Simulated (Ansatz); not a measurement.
A short molecular-dynamics run on CH6BFSi, SMILES `B[SiH2]CF`.

```yaml
crystal:
  periodic: [false, false, false]
  atoms:
    - {symbol: B, position_ang: [-1.700868, 0.681748, -0.301071]}
    - {symbol: Si, position_ang: [-0.119680, -0.553841, -0.431921]}
    - {symbol: C, position_ang: [1.348680, 0.024832, 0.621749]}
    - {symbol: F, position_ang: [2.425701, -0.848509, 0.514486]}
    - {symbol: H, position_ang: [-2.690242, 0.436408, -0.926376]}
    - {symbol: H, position_ang: [-1.714791, 1.665645, 0.379346]}
    - {symbol: H, position_ang: [0.311302, -0.651088, -1.856429]}
    - {symbol: H, position_ang: [-0.531819, -1.916278, 0.014454]}
    - {symbol: H, position_ang: [1.685978, 1.019574, 0.309545]}
    - {symbol: H, position_ang: [1.068638, 0.090308, 1.679120]}
basis:
  gaussian: {orbitals: "6-31G*"}
hamiltonian: {xc: {name: revPBE}, dispersion: d4}
md: {timestep: 0.5 fs, n_steps: 50, ensemble: nvt_langevin, temperature: 1000, initial_velocities: maxwell_boltzmann, friction: 0.01, seed: 509}
```

```sh
$ ansatz run in.yaml --threads 2 --pin off --events-out ev --progress --plain --max-ram 4352MiB
```

```json
{"step": "0", "time (fs)": "0.0", "potential energy (eV)": "-12400.6238", "kinetic (eV)": "1.1633", "T (K)": "900", "conserved (eV)": "–"}
{"step": "1", "time (fs)": "0.5", "potential energy (eV)": "-12400.6024", "kinetic (eV)": "1.1988", "T (K)": "927", "conserved (eV)": "–"}
{"step": "2", "time (fs)": "1.0", "potential energy (eV)": "-12400.5571", "kinetic (eV)": "1.1408", "T (K)": "883", "conserved (eV)": "–"}
{"step": "3", "time (fs)": "1.5", "potential energy (eV)": "-12400.4989", "kinetic (eV)": "1.1013", "T (K)": "852", "conserved (eV)": "–"}
{"step": "4", "time (fs)": "2.0", "potential energy (eV)": "-12400.4393", "kinetic (eV)": "1.0577", "T (K)": "818", "conserved (eV)": "–"}
{"step": "5", "time (fs)": "2.5", "potential energy (eV)": "-12400.3867", "kinetic (eV)": "1.0390", "T (K)": "804", "conserved (eV)": "–"}
{"step": "6", "time (fs)": "3.0", "potential energy (eV)": "-12400.3466", "kinetic (eV)": "1.0082", "T (K)": "780", "conserved (eV)": "–"}
{"step": "7", "time (fs)": "3.5", "potential energy (eV)": "-12400.3170", "kinetic (eV)": "0.9246", "T (K)": "715", "conserved (eV)": "–"}
{"step": "8", "time (fs)": "4.0", "potential energy (eV)": "-12400.3010", "kinetic (eV)": "0.8823", "T (K)": "683", "conserved (eV)": "–"}
{"step": "9", "time (fs)": "4.5", "potential energy (eV)": "-12400.2973", "kinetic (eV)": "0.8526", "T (K)": "660", "conserved (eV)": "–"}
{"step": "10", "time (fs)": "5.0", "potential energy (eV)": "-12400.2929", "kinetic (eV)": "0.8313", "T (K)": "643", "conserved (eV)": "–"}
{"step": "11", "time (fs)": "5.5", "potential energy (eV)": "-12400.2817", "kinetic (eV)": "0.7873", "T (K)": "609", "conserved (eV)": "–"}
{"step": "12", "time (fs)": "6.0", "potential energy (eV)": "-12400.2626", "kinetic (eV)": "0.7396", "T (K)": "572", "conserved (eV)": "–"}
{"step": "13", "time (fs)": "6.5", "potential energy (eV)": "-12400.2340", "kinetic (eV)": "0.7713", "T (K)": "597", "conserved (eV)": "–"}
{"step": "14", "time (fs)": "7.0", "potential energy (eV)": "-12400.1964", "kinetic (eV)": "0.7035", "T (K)": "544", "conserved (eV)": "–"}
{"step": "15", "time (fs)": "7.5", "potential energy (eV)": "-12400.1536", "kinetic (eV)": "0.6572", "T (K)": "508", "conserved (eV)": "–"}
{"step": "16", "time (fs)": "8.0", "potential energy (eV)": "-12400.1086", "kinetic (eV)": "0.6160", "T (K)": "477", "conserved (eV)": "–"}
{"step": "17", "time (fs)": "8.5", "potential energy (eV)": "-12400.0703", "kinetic (eV)": "0.5767", "T (K)": "446", "conserved (eV)": "–"}
{"step": "18", "time (fs)": "9.0", "potential energy (eV)": "-12400.0500", "kinetic (eV)": "0.5654", "T (K)": "437", "conserved (eV)": "–"}
{"step": "19", "time (fs)": "9.5", "potential energy (eV)": "-12400.0576", "kinetic (eV)": "0.5728", "T (K)": "443", "conserved (eV)": "–"}
{"step": "20", "time (fs)": "10.0", "potential energy (eV)": "-12400.0951", "kinetic (eV)": "0.5905", "T (K)": "457", "conserved (eV)": "–"}
{"step": "21", "time (fs)": "10.5", "potential energy (eV)": "-12400.1450", "kinetic (eV)": "0.6169", "T (K)": "477", "conserved (eV)": "–"}
{"step": "22", "time (fs)": "11.0", "potential energy (eV)": "-12400.1913", "kinetic (eV)": "0.7073", "T (K)": "547", "conserved (eV)": "–"}
{"step": "23", "time (fs)": "11.5", "potential energy (eV)": "-12400.2227", "kinetic (eV)": "0.7822", "T (K)": "605", "conserved (eV)": "–"}
{"step": "24", "time (fs)": "12.0", "potential energy (eV)": "-12400.2337", "kinetic (eV)": "0.8253", "T (K)": "638", "conserved (eV)": "–"}
{"step": "25", "time (fs)": "12.5", "potential energy (eV)": "-12400.2215", "kinetic (eV)": "0.8206", "T (K)": "635", "conserved (eV)": "–"}
{"step": "26", "time (fs)": "13.0", "potential energy (eV)": "-12400.1880", "kinetic (eV)": "0.7978", "T (K)": "617", "conserved (eV)": "–"}
{"step": "27", "time (fs)": "13.5", "potential energy (eV)": "-12400.1423", "kinetic (eV)": "0.7475", "T (K)": "578", "conserved (eV)": "–"}
{"step": "28", "time (fs)": "14.0", "potential energy (eV)": "-12400.0989", "kinetic (eV)": "0.6574", "T (K)": "509", "conserved (eV)": "–"}
{"step": "29", "time (fs)": "14.5", "potential energy (eV)": "-12400.0689", "kinetic (eV)": "0.6176", "T (K)": "478", "conserved (eV)": "–"}
{"step": "30", "time (fs)": "15.0", "potential energy (eV)": "-12400.0596", "kinetic (eV)": "0.5785", "T (K)": "448", "conserved (eV)": "–"}
{"step": "31", "time (fs)": "15.5", "potential energy (eV)": "-12400.0785", "kinetic (eV)": "0.5485", "T (K)": "424", "conserved (eV)": "–"}
{"step": "32", "time (fs)": "16.0", "potential energy (eV)": "-12400.1284", "kinetic (eV)": "0.6178", "T (K)": "478", "conserved (eV)": "–"}
{"step": "33", "time (fs)": "16.5", "potential energy (eV)": "-12400.2057", "kinetic (eV)": "0.7216", "T (K)": "558", "conserved (eV)": "–"}
{"step": "34", "time (fs)": "17.0", "potential energy (eV)": "-12400.2885", "kinetic (eV)": "0.8079", "T (K)": "625", "conserved (eV)": "–"}
{"step": "35", "time (fs)": "17.5", "potential energy (eV)": "-12400.3530", "kinetic (eV)": "0.8762", "T (K)": "678", "conserved (eV)": "–"}
{"step": "36", "time (fs)": "18.0", "potential energy (eV)": "-12400.3857", "kinetic (eV)": "0.9318", "T (K)": "721", "conserved (eV)": "–"}
{"step": "37", "time (fs)": "18.5", "potential energy (eV)": "-12400.3787", "kinetic (eV)": "0.9475", "T (K)": "733", "conserved (eV)": "–"}
{"step": "38", "time (fs)": "19.0", "potential energy (eV)": "-12400.3316", "kinetic (eV)": "0.9012", "T (K)": "697", "conserved (eV)": "–"}
{"step": "39", "time (fs)": "19.5", "potential energy (eV)": "-12400.2572", "kinetic (eV)": "0.7848", "T (K)": "607", "conserved (eV)": "–"}
{"step": "40", "time (fs)": "20.0", "potential energy (eV)": "-12400.1774", "kinetic (eV)": "0.6864", "T (K)": "531", "conserved (eV)": "–"}
{"step": "41", "time (fs)": "20.5", "potential energy (eV)": "-12400.1187", "kinetic (eV)": "0.6378", "T (K)": "493", "conserved (eV)": "–"}
{"step": "42", "time (fs)": "21.0", "potential energy (eV)": "-12400.0959", "kinetic (eV)": "0.7314", "T (K)": "566", "conserved (eV)": "–"}
{"step": "43", "time (fs)": "21.5", "potential energy (eV)": "-12400.1061", "kinetic (eV)": "0.7589", "T (K)": "587", "conserved (eV)": "–"}
{"step": "44", "time (fs)": "22.0", "potential energy (eV)": "-12400.1345", "kinetic (eV)": "0.8315", "T (K)": "643", "conserved (eV)": "–"}
{"step": "45", "time (fs)": "22.5", "potential energy (eV)": "-12400.1618", "kinetic (eV)": "0.8769", "T (K)": "678", "conserved (eV)": "–"}
{"step": "46", "time (fs)": "23.0", "potential energy (eV)": "-12400.1779", "kinetic (eV)": "0.9353", "T (K)": "724", "conserved (eV)": "–"}
{"step": "47", "time (fs)": "23.5", "potential energy (eV)": "-12400.1800", "kinetic (eV)": "0.8954", "T (K)": "693", "conserved (eV)": "–"}
{"step": "48", "time (fs)": "24.0", "potential energy (eV)": "-12400.1721", "kinetic (eV)": "0.9666", "T (K)": "748", "conserved (eV)": "–"}
{"step": "49", "time (fs)": "24.5", "potential energy (eV)": "-12400.1521", "kinetic (eV)": "0.9267", "T (K)": "717", "conserved (eV)": "–"}
{"step": "50", "time (fs)": "25.0", "potential energy (eV)": "-12400.1197", "kinetic (eV)": "0.9170", "T (K)": "709", "conserved (eV)": "–"}
```

Velocities are drawn at the set temperature; a run this short doesn't reach equilibrium.

Frames (Å, forces in eV/Å):

```xyz
10
time=0.0 fs
B    -1.701    0.682   -0.301    0.027   -0.066   -0.030
Si   -0.120   -0.554   -0.432   -0.185    0.102   -0.017
C     1.349    0.025    0.622   -0.078    0.102    0.035
F     2.426   -0.849    0.514    0.579   -0.561   -0.119
H    -2.690    0.436   -0.926   -0.237   -0.031   -0.132
H    -1.715    1.666    0.379   -0.008    0.215    0.146
H     0.311   -0.651   -1.856    0.083   -0.061   -0.248
H    -0.532   -1.916    0.014   -0.049   -0.259    0.046
H     1.686    1.020    0.310    0.044    0.445   -0.085
H     1.069    0.090    1.679   -0.177    0.113    0.405
10
time=1.5 fs
B    -1.708    0.664   -0.297   -0.700   -0.712   -0.670
Si   -0.130   -0.546   -0.421    0.181    0.518   -0.920
C     1.349    0.029    0.593    0.090   -0.910    1.641
F     2.446   -0.846    0.519    0.193   -0.571   -0.228
H    -2.737    0.424   -0.930    0.467    0.151    0.261
H    -1.692    1.589    0.414   -0.126    0.912    0.554
H     0.292   -0.645   -1.865    0.024   -0.007   -0.035
H    -0.522   -1.882   -0.032   -0.270   -1.076    0.380
H     1.728    0.973    0.275    0.156    1.481   -0.335
H     1.082    0.095    1.691   -0.015    0.213   -0.649
10
time=3.0 fs
B    -1.715    0.647   -0.292   -1.109   -0.866   -0.825
Si   -0.140   -0.537   -0.410    0.439    0.474   -1.653
C     1.354    0.035    0.565    0.646   -0.794    2.429
F     2.464   -0.844    0.526   -0.103   -0.596   -0.338
H    -2.767    0.415   -0.924    0.799    0.241    0.417
H    -1.674    1.526    0.458   -0.216    1.190    0.714
H     0.272   -0.646   -1.874   -0.031    0.065    0.187
H    -0.516   -1.877   -0.078   -0.335   -1.382    0.544
H     1.781    0.961    0.233   -0.129    1.333   -0.243
H     1.099    0.104    1.691    0.038    0.334   -1.232
10
time=4.5 fs
B    -1.724    0.632   -0.289   -1.046   -0.272   -0.119
Si   -0.149   -0.528   -0.399    0.531    0.018   -2.159
C     1.359    0.040    0.539    1.531   -0.016    2.369
F     2.478   -0.844    0.533   -0.337   -0.609   -0.423
H    -2.777    0.409   -0.905    0.701    0.254    0.319
H    -1.658    1.486    0.523   -0.328    0.748    0.255
H     0.253   -0.644   -1.881   -0.070    0.107    0.357
H    -0.527   -1.890   -0.114   -0.244   -1.149    0.556
H     1.836    0.971    0.200   -0.685    0.538   -0.036
H     1.121    0.125    1.663   -0.053    0.381   -1.118
10
time=6.0 fs
B    -1.738    0.616   -0.290   -0.391    0.573    1.108
Si   -0.155   -0.521   -0.391    0.439   -0.776   -2.435
C     1.369    0.044    0.520    2.184    0.703    1.498
F     2.488   -0.845    0.536   -0.442   -0.631   -0.437
H    -2.772    0.415   -0.878    0.141    0.166   -0.030
H    -1.639    1.463    0.593   -0.475    0.081   -0.490
H     0.234   -0.637   -1.887   -0.081    0.119    0.467
H    -0.547   -1.927   -0.144   -0.020   -0.446    0.468
H     1.881    0.988    0.160   -1.172   -0.228    0.170
H     1.138    0.154    1.610   -0.183    0.439   -0.320
10
time=7.5 fs
B    -1.753    0.601   -0.292    0.496    1.178    2.282
Si   -0.160   -0.516   -0.387    0.355   -1.471   -2.485
C     1.385    0.050    0.502    2.283    0.745    0.423
F     2.495   -0.848    0.534   -0.492   -0.556   -0.424
H    -2.762    0.418   -0.861   -0.585    0.082   -0.433
H    -1.624    1.440    0.663   -0.640   -0.415   -1.149
H     0.212   -0.630   -1.888   -0.056    0.107    0.469
H    -0.560   -1.970   -0.161    0.182    0.259    0.382
H     1.894    0.999    0.131   -1.166   -0.412    0.089
H     1.158    0.195    1.550   -0.377    0.482    0.846
10
time=9.0 fs
B    -1.767    0.588   -0.290    1.120    1.301    2.874
Si   -0.164   -0.513   -0.383    0.345   -1.831   -2.401
C     1.404    0.056    0.484    2.061    0.679   -0.360
F     2.500   -0.850    0.530   -0.491   -0.441   -0.397
H    -2.758    0.419   -0.851   -1.097    0.026   -0.721
H    -1.619    1.400    0.706   -0.747   -0.459   -1.345
H     0.181   -0.630   -1.881    0.015    0.086    0.340
H    -0.565   -1.998   -0.164    0.280    0.638    0.347
H     1.893    1.011    0.105   -1.001   -0.512   -0.026
H     1.171    0.238    1.502   -0.486    0.514    1.690
10
time=10.5 fs
B    -1.777    0.577   -0.282    0.764    1.005    2.464
Si   -0.167   -0.514   -0.380    0.442   -1.945   -2.247
C     1.428    0.064    0.466    1.089    0.599    0.363
F     2.503   -0.854    0.527   -0.439   -0.253   -0.340
H    -2.780    0.423   -0.857   -0.700    0.073   -0.506
H    -1.627    1.356    0.710   -0.763   -0.181   -1.075
H     0.157   -0.634   -1.875    0.064    0.064    0.221
H    -0.565   -2.010   -0.156    0.314    0.769    0.330
H     1.872    1.019    0.070   -0.592   -0.389   -0.172
H     1.168    0.294    1.491   -0.181    0.257    0.963
10
time=12.0 fs
B    -1.784    0.569   -0.270   -0.176    0.392    1.214
Si   -0.170   -0.517   -0.377    0.622   -1.932   -1.984
C     1.455    0.073    0.448   -0.273    0.503    1.641
F     2.507   -0.857    0.523   -0.365   -0.025   -0.280
H    -2.814    0.437   -0.883    0.178    0.128   -0.001
H    -1.646    1.312    0.683   -0.688    0.437   -0.287
H     0.135   -0.632   -1.867    0.097    0.017    0.098
H    -0.568   -2.009   -0.129    0.321    0.763    0.286
H     1.840    1.019    0.021   -0.070   -0.097   -0.310
H     1.157    0.359    1.503    0.353   -0.186   -0.377
10
time=13.5 fs
B    -1.793    0.561   -0.256   -0.818   -0.495   -0.377
Si   -0.174   -0.521   -0.375    0.814   -1.802   -1.633
C     1.483    0.081    0.434   -1.484    0.634    2.356
F     2.507   -0.863    0.520   -0.217    0.128   -0.200
H    -2.835    0.455   -0.913    0.732    0.105    0.367
H    -1.673    1.273    0.645   -0.560    1.373    0.938
H     0.121   -0.619   -1.860    0.113   -0.048   -0.021
H    -0.560   -2.006   -0.094    0.306    0.706    0.218
H     1.818    1.017   -0.035    0.312    0.016   -0.356
H     1.152    0.433    1.515    0.802   -0.618   -1.291
10
time=15.0 fs
B    -1.802    0.554   -0.243   -1.010   -1.183   -1.513
Si   -0.176   -0.527   -0.373    0.988   -1.386   -1.330
C     1.506    0.090    0.427   -2.158    0.769    2.288
F     2.505   -0.871    0.518   -0.120    0.245   -0.104
H    -2.837    0.467   -0.935    0.877    0.032    0.489
H    -1.719    1.257    0.621   -0.448    2.084    1.892
H     0.113   -0.604   -1.855    0.110   -0.102   -0.087
H    -0.542   -1.988   -0.060    0.229    0.434    0.191
H     1.810    1.009   -0.090    0.525    0.000   -0.353
H     1.162    0.501    1.501    1.006   -0.894   -1.472
10
time=16.5 fs
B    -1.812    0.546   -0.234   -0.658   -0.644   -0.930
Si   -0.178   -0.533   -0.373    1.165   -0.836   -1.076
C     1.522    0.097    0.424   -2.307    0.852    1.621
F     2.505   -0.880    0.516   -0.090    0.301   -0.016
H    -2.814    0.476   -0.942    0.550   -0.080    0.273
H    -1.786    1.282    0.632   -0.403    1.550    1.394
H     0.114   -0.594   -1.854    0.074   -0.145   -0.090
H    -0.530   -1.963   -0.026    0.134    0.073    0.195
H     1.817    0.994   -0.145    0.552   -0.143   -0.253
H     1.191    0.548    1.464    0.984   -0.930   -1.118
10
time=18.0 fs
B    -1.820    0.538   -0.226   -0.280    0.864    0.793
Si   -0.182   -0.538   -0.375    1.395   -0.196   -0.863
C     1.531    0.102    0.424   -1.842    0.856   -0.122
F     2.504   -0.888    0.512   -0.095    0.274    0.083
H    -2.776    0.479   -0.950    0.001   -0.177   -0.110
H    -1.873    1.350    0.678   -0.202    0.021   -0.138
H     0.125   -0.593   -1.852    0.008   -0.166   -0.064
H    -0.518   -1.933    0.006    0.005   -0.392    0.254
H     1.838    0.976   -0.213    0.320   -0.571    0.159
H     1.235    0.571    1.402    0.691   -0.513    0.007
10
time=19.5 fs
B    -1.830    0.532   -0.216    0.190    1.969    2.201
Si   -0.184   -0.543   -0.377    1.584    0.415   -0.624
C     1.536    0.108    0.428   -1.029    0.119   -2.534
F     2.504   -0.894    0.508   -0.152    0.199    0.165
H    -2.725    0.475   -0.962   -0.741   -0.222   -0.646
H    -1.960    1.423    0.734    0.110   -1.172   -1.222
H     0.149   -0.592   -1.850   -0.073   -0.185   -0.039
H    -0.503   -1.906    0.038   -0.116   -0.824    0.321
H     1.864    0.941   -0.279    0.043   -0.737    0.589
H     1.291    0.572    1.348    0.185    0.439    1.787
10
time=21.0 fs
B    -1.839    0.529   -0.202    0.063    2.385    2.365
Si   -0.187   -0.545   -0.381    1.706    0.809   -0.339
C     1.540    0.111    0.428   -0.568   -0.358   -3.560
F     2.505   -0.899    0.504   -0.176    0.018    0.202
H    -2.691    0.473   -0.996   -0.806   -0.206   -0.646
H    -2.037    1.477    0.765    0.346   -1.706   -1.580
H     0.166   -0.597   -1.848   -0.137   -0.185   -0.011
H    -0.483   -1.887    0.072   -0.190   -1.075    0.361
H     1.898    0.897   -0.325   -0.187   -0.611    0.809
H     1.355    0.582    1.335   -0.052    0.928    2.399
10
time=22.5 fs
B    -1.850    0.528   -0.182   -0.493    2.415    1.592
Si   -0.191   -0.547   -0.384    1.696    0.777   -0.002
C     1.547    0.113    0.423   -0.639    0.155   -1.744
F     2.504   -0.906    0.499   -0.173   -0.206    0.203
H    -2.667    0.470   -1.052   -0.344   -0.163   -0.112
H    -2.112    1.500    0.760    0.515   -1.876   -1.529
H     0.179   -0.611   -1.854   -0.211   -0.176    0.128
H    -0.465   -1.886    0.119   -0.164   -0.902    0.259
H     1.927    0.841   -0.360   -0.264   -0.177    0.785
H     1.421    0.613    1.385    0.077    0.154    0.421
10
time=24.0 fs
B    -1.860    0.527   -0.159   -1.014    2.118    0.353
Si   -0.193   -0.550   -0.387    1.557    0.289    0.513
C     1.552    0.114    0.417   -0.623    0.517    0.296
F     2.503   -0.911    0.495   -0.160   -0.421    0.185
H    -2.647    0.464   -1.114    0.198   -0.116    0.614
H    -2.177    1.481    0.723    0.598   -1.741   -1.190
H     0.193   -0.633   -1.859   -0.283   -0.164    0.261
H    -0.444   -1.907    0.182   -0.065   -0.268   -0.043
H     1.946    0.787   -0.377   -0.162    0.411    0.457
H     1.491    0.651    1.447   -0.048   -0.624   -1.445
10
time=25.0 fs
B    -1.867    0.528   -0.143   -1.101    1.535   -0.765
Si   -0.194   -0.552   -0.389    1.413   -0.004    0.917
C     1.556    0.114    0.413   -0.567    0.477    1.166
F     2.501   -0.915    0.494   -0.127   -0.586    0.183
H    -2.633    0.457   -1.157    0.479   -0.082    1.079
H    -2.209    1.447    0.680    0.498   -1.281   -0.640
H     0.196   -0.649   -1.858   -0.295   -0.155    0.272
H    -0.426   -1.924    0.223   -0.021    0.128   -0.254
H     1.957    0.753   -0.381   -0.029    0.838    0.101
H     1.540    0.670    1.474   -0.250   -0.870   -2.060
```

Run time 54 s (2 threads of an Arm Neoverse V2 on a shared host); peak host memory 0.4 GiB.
